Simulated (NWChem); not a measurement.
Relativistic effects in Cl₃Sn (-1)

SMILES: [Sn-]([Cl])([Cl])[Cl]
```xyz
4

Sn     0.0023     0.6076     0.0000
Cl    -1.1080    -0.5914     1.9152
Cl    -1.1080    -0.5914    -1.9152
Cl     2.2091    -0.6042     0.0000
```
Charge -1, spin multiplicity 1.

The numbers come from NWChem runs, not from measurements. Structure: optimised with PBE/def2-SVP with def2 effective core potentials on Sn, a minimum by its harmonic frequencies.

Functional PBE0, all-electron basis x2c-SVPall-2c, contracted for the X2C Hamiltonian and used here with ZORA. The ion keeps the geometry and has multiplicity 2 in the scalar run; the spin-orbit run starts from the same electron counts.

Costs are rough ratios of processor time within this set of runs, SCF included, with scalar ZORA as 1.

The structure started from a generated list of species. The anion's geometry comes from a basis without diffuse functions. The stability of the SCF solutions was not checked.

```json
[
 {"Hamiltonian": "scalar ZORA", "ΔSCF ionisation energy (eV)": "4.24", "HOMO (eV)": "-2.26", "LUMO (eV)": "3.98", "gap (eV)": "6.24", "relative cost": "1"},
 {"Hamiltonian": "spin-orbit ZORA", "ΔSCF ionisation energy (eV)": "4.24", "HOMO (eV)": "-2.26", "LUMO (eV)": "3.79", "gap (eV)": "6.05", "relative cost": "under 3"}
]
```

From scalar ZORA to spin-orbit ZORA the ionisation energy is nearly the same.
